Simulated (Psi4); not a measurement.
hydrazine (H4N2), singlet, geometry from GFN2-xTB, atoms displaced at random by about 0.03 Å a coordinate; Psi4 1.11 with B3LYP/STO-3G, gradient.

The Psi4 input:
```
memory 2 GB

molecule mol {
0 1
  N    -0.626801   -0.165737    0.117333
  N     0.653333    0.217221    0.027600
  H    -1.222270    0.690690    0.233620
  H    -1.052094   -0.621715   -0.782429
  H     1.245237   -0.667449    0.269558
  H     0.992991    0.503087   -0.840698
symmetry c1
no_reorient
no_com
}

set basis sto-3g
set reference rks

gradient('b3lyp')
print_variables()
```

What the program printed (banner, timings and long lists left out):

```
gradient() will perform analytic gradient computation.

   => Loading Basis Set <=

    Name: STO-3G
    Role: ORBITAL
    Keyword: BASIS

         ---------------------------------------------------------
                                   SCF
               by Justin Turney, Rob Parrish, Andy Simmonett
                          and Daniel G. A. Smith
                              RKS Reference
         ---------------------------------------------------------

  ==> Geometry <==

    Molecular point group: c1
    Full point group: C1

    Geometry (in Angstrom), charge = 0, multiplicity = 1:

       Center              X                  Y                   Z               Mass
    ------------   -----------------  -----------------  -----------------  -----------------
         N           -0.626801000000    -0.165737000000     0.117333000000    14.003074004430
         N            0.653333000000     0.217221000000     0.027600000000    14.003074004430
         H           -1.222270000000     0.690690000000     0.233620000000     1.007825032230
         H           -1.052094000000    -0.621715000000    -0.782429000000     1.007825032230
         H            1.245237000000    -0.667449000000     0.269558000000     1.007825032230
         H            0.992991000000     0.503087000000    -0.840698000000     1.007825032230

  Running in c1 symmetry.

  Rotational constants: A =      4.60246  B =      0.89198  C =      0.87289 [cm^-1]
  Rotational constants: A = 137978.32268  B =  26741.00164  C =  26168.62648 [MHz]
  Nuclear repulsion =   42.403755227015168

  Charge       = 0
  Multiplicity = 1
  Electrons    = 18
  Nalpha       = 9
  Nbeta        = 9

  ==> Algorithm <==

  SCF Algorithm Type is DF.
  DIIS enabled.
  MOM disabled.
  Fractional occupation disabled.
  Guess Type is SAD.
  Energy threshold   = 1.00e-08
  Density threshold  = 1.00e-08
  Integral threshold = 1.00e-12

  ==> Primary Basis <==

  Basis Set: STO-3G
    Blend: STO-3G
    Number of shells: 10
    Number of basis functions: 14
    Number of Cartesian functions: 14
    Spherical Harmonics?: true
    Max angular momentum: 1

  ==> DFT Potential <==

   => LibXC <=

    Version 7.1.2
    S. Lehtola, C. Steigemann, M. J. T. Oliveira, and M. A. L. Marques,  SoftwareX 7, 1–5 (2018) (10.1016/j.softx.2017.11.002)

   => Composite Functional: B3LYP <=

    B3LYP Hyb-GGA Exchange-Correlation Functional

[...]
  @DF-RKS Final Energy:  -110.35106894298266
    Total Energy =                       -110.3510689429826641
[...]
    Number of shells: 74
    Number of basis functions: 226
    Number of Cartesian functions: 266
    Spherical Harmonics?: true
    Max angular momentum: 4

  ==> DFT Potential <==

   => LibXC <=

    Version 7.1.2
    S. Lehtola, C. Steigemann, M. J. T. Oliveira, and M. A. L. Marques,  SoftwareX 7, 1–5 (2018) (10.1016/j.softx.2017.11.002)

   => Composite Functional: B3LYP <=

    B3LYP Hyb-GGA Exchange-Correlation Functional

    P. J. Stephens, F. J. Devlin, C. F. Chabalowski, and M. J. Frisch,  J. Phys. Chem. 98, 11623 (1994) (10.1021/j100096a001)

    Deriv               =              1
    GGA                 =           TRUE
    Meta                =          FALSE

    Exchange Hybrid     =           TRUE
    MP2 Hybrid          =          FALSE

   => Exchange Functionals <=

    0.0800   Slater exchange
    0.7200         Becke 88

   => Exact (HF) Exchange <=

    0.2000               HF

   => Correlation Functionals <=

    0.1900   Vosko, Wilk & Nusair (VWN5_RPA)
    0.8100   Lee, Yang & Parr

   => LibXC Density Thresholds  <==

    XC_HYB_GGA_XC_B3LYP:  1.00E-15

   => Molecular Quadrature <=

    Radial Scheme          =       TREUTLER
    Pruning Scheme         =           NONE
    Nuclear Scheme         =       TREUTLER

    Blocking Scheme        =         OCTREE
    BS radius alpha        =              1
    Pruning alpha          =              1
    Radial Points          =             75
    Spherical Points       =            302
    Total Points           =         130051
    Total Blocks           =           1025
    Max Points             =            256
    Max Functions          =             14
    Weights Tolerance      =       1.00E-15

  -Total Gradient:
     Atom            X                  Y                   Z
    ------   -----------------  -----------------  -----------------
       1        0.137920431607     0.040575877292     0.010903196599
       2       -0.114068828165     0.031300509697    -0.088819422040
       3        0.004175673798    -0.007155811908    -0.004122836717
       4       -0.013898106136    -0.006372391327    -0.012207378870
       5        0.009779569887    -0.028502222514     0.004020790637
       6       -0.023906687226    -0.029846873826     0.090225052893

  Variable Map:
  ----------------------------------------------------------------------------
[...]
  Array Variable Map:
  ----------------------------------------------------------------------------
[...]
[...]
```
